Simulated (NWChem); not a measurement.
System: AlAsH$_{3}$F; SMILES [F][AlH][AsH2]

```xyz
6

Al    -0.4685    -1.2760     0.0216
As     0.2707     1.0081     0.3285
H      0.0566     1.2785    -1.1589
H      1.7193     0.5758     0.1249
F      0.3495    -2.4691     0.8552
H     -1.7105    -1.7478    -0.8385
```
Atoms are numbered in this order, from 1.

All runs: NWChem. Coordinates come from a PBE0/def2-SVP optimisation. Static field.

Q: Estimate the computed values for B3LYP/aug-cc-pVDZ. Quantities: isotropic polarisability (bohr³); anisotropy (bohr³).

A: The isotropic polarisability (bohr³) comes out as 62.7 and the anisotropy (bohr³) is 25.1.
